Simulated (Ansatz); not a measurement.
```yaml
crystal:
  periodic: [false, false, false]
  atoms:
    - {symbol: C, position_ang: [1.313182, 0.264229, 2.403561]}
    - {symbol: C, position_ang: [0.833188, -0.211053, 1.404998]}
    - {symbol: Ge, position_ang: [0.589665, -0.737321, -0.425785]}
    - {symbol: C, position_ang: [-0.905978, 0.402419, -0.898342]}
    - {symbol: C, position_ang: [-2.016419, 1.206935, -1.506188]}
    - {symbol: H, position_ang: [1.695418, 0.273822, 3.396912]}
    - {symbol: H, position_ang: [1.512388, -0.442950, -1.578010]}
    - {symbol: H, position_ang: [-0.246829, -2.055335, -0.601978]}
    - {symbol: H, position_ang: [-2.600183, 1.844541, -1.697536]}
basis:
  gaussian: {orbitals: def2-TZVPP}
hamiltonian: {xc: {name: CAM-B3LYP}, dispersion: d3bj}
relax: {f_tol: 0.001, max_steps: 1}
```

```sh
$ ansatz run in.yaml --threads 4 --pin off --events-out ev --progress --plain --max-ram 10444MiB
```

Shortened log:

```
Functional definition: CAM-B3LYP
1345 factors; their error is unknown
369 factors; integrals over basis functions are off by at most 3.5e-6 eV
mean field evaluation 1: about -60718.4014 eV, gradient 5.5e1 eV
mean field evaluation 2: about -60714.6588 eV, gradient 6.8e1 eV
mean field evaluation 4: about -60725.1336 eV, gradient 5.3e0 eV
mean field evaluation 8: about -60725.1836 eV, gradient 2.0e-1 eV
mean field evaluation 16: about -60725.3913 eV, gradient 8.7e-4 eV
mean field -60725.39131268 eV, -2231.6169695923 hartree, gradient 4.0e-5 eV, S^2 0.000000; 0 other end points of the search recorded, 0 dependent functions left out
reference -60725.39145517 eV, -2231.6169748288 hartree; 30, 30 occupied and 198, 198 virtual orbitals, 1345 factors
relax step   1: F+E_penalty+E_count = -60725.55109963 eV  Δ(F+E_penalty+E_count) = +0.000e0 eV  max|allowed force component| = 1.892e1 eV/Å  Δτ_max = 0.0000 Å  (34 SCF iters, accepted)
Error: geometry relaxation did not converge after 1 steps: max|allowed force component| = 1.89e1 eV/Å (threshold 1.0e-3). Raise `relax.max_steps` over both its present limit and 1, loosen `relax.f_tol`, or start from a geometry closer to equilibrium. Where this run's directory can be resumed (`checkpoint.write`), a resume goes on for up to `relax.max_steps` more
```

Problem. Something in this input is off. What?

Solution. The relaxation is allowed too few steps for its threshold. The run did not converge.
